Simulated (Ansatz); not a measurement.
`[SiH3][SiH2][SeH]` from Hartree–Fock to CCSD(T)

```xyz
9

Si    1.345   -0.090    0.345
Si   -0.840   -0.598   -0.309
Se   -2.240    1.118    0.265
H     2.297   -1.156   -0.072
H     1.398    0.067    1.822
H     1.751    1.191   -0.294
H    -0.912   -0.891   -1.766
H    -1.376   -1.766    0.436
H    -1.423    2.125   -0.427
```

Total charge 0; spin multiplicity 1. Correlated methods include outer-core shells of Se, which these sets cover unevenly. Scalar relativity is left out up to krypton. The geometry is a stationary point of PBE0-D4/def2-TZVP. It is one conformer, not always the lowest. Frozen core, restricted reference, the Gaussian-basis code of Ansatz.

```tsv
basis	HF (Eh)	MP2 corr.	CCSD corr.	(T)	CCSD(T) total
def2-SVP	-2980.73823	-0.44285	-0.49195	-0.01281	-2981.24299
def2-TZVPP	-2981.24380	-0.53153	-0.58206	-0.02085	-2981.84671
def2-QZVPP	-2981.30920	-0.85422	–	–	–
```
